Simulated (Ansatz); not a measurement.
C2H7InO2S, SMILES `C[O][In]([SH])[O]C`, relaxed with RKS PBE0-D4/def2-TZVP in Ansatz from a GFN2-xTB geometry. The force threshold is 0.005 eV/Å; the program also tests the step.

Total charge 0; spin multiplicity 1. In takes the def2 core potential.

Start:

```xyz
13

C     1.224   -2.377   -0.224
O     0.688   -1.193    0.297
In   -0.364    0.163   -0.777
S    -1.191    0.086   -3.058
O    -0.930    1.776    0.262
C    -0.520    2.039    1.580
H     2.103   -2.187   -0.850
H     0.493   -2.952   -0.805
H     1.530   -2.984    0.635
H    -1.762    1.266   -2.868
H    -1.383    2.444    2.121
H     0.287    2.780    1.585
H    -0.176    1.140    2.101
```

How much energy does the relaxation release, and in how many steps? (Best estimate.)

Ansatz gave: 0.09 eV, in 23 steps, 4 of them rejected.

Which bonds change most? (Estimate.)

The calculation gave: In3–S4 from 2.427 to 2.362 Å; O2–In3 from 2.024 to 1.977 Å; In3–O5 from 2.001 to 1.969 Å; S4–H10 from 1.325 to 1.345 Å.

Give the relaxed structure. (An estimate is asked.)

Ansatz gave: 
```xyz
13

C     1.177   -2.276   -0.263
O     0.701   -1.079    0.298
In   -0.384    0.214   -0.732
S    -0.992   -0.077   -2.996
O    -0.968    1.786    0.300
C    -0.539    1.995    1.625
H     1.861   -2.107   -1.106
H     0.370   -2.933   -0.613
H     1.733   -2.819    0.508
H    -1.667    1.086   -3.013
H    -1.265    2.648    2.122
H     0.438    2.492    1.660
H    -0.464    1.070    2.210
```
